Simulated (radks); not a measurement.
Question: The mean radii <r> (bohr) of the occupied orbitals of an atom or ion are listed with their occupations. Method: Dirac Kohn-Sham, BLYP, spin-unpolarised, spherical densities, finite nucleus; Fermi nuclear charge, rms radius of each element as measured or else 0.836 A^(1/3) + 0.57 fm; computed with a radial shooting solver on a logarithmic mesh with Libxc functionals.

| orbital | occ. | <r> |
|---|---|---|
| 1s1/2 | 2 | 0.07298 |
| 2s1/2 | 2 | 0.3384 |
| 2p1/2 | 2 | 0.2996 |
| 2p3/2 | 4 | 0.3021 |

Name the element and its charge. Open shells, if any, fill j = l - 1/2 first.

Answer: Z = 21, scandium, charge +11: Sc11+ in [Ne]. The 1s radius gives Z: for a bare nucleus <r> = (2 gamma + 1)/(2Z) with gamma = sqrt(1 - (Z/c)^2), 0.07087 bohr for Z = 21, and screening makes it slightly larger (0.07298 here). The occupations add up to 10, and the charge is Z minus that.
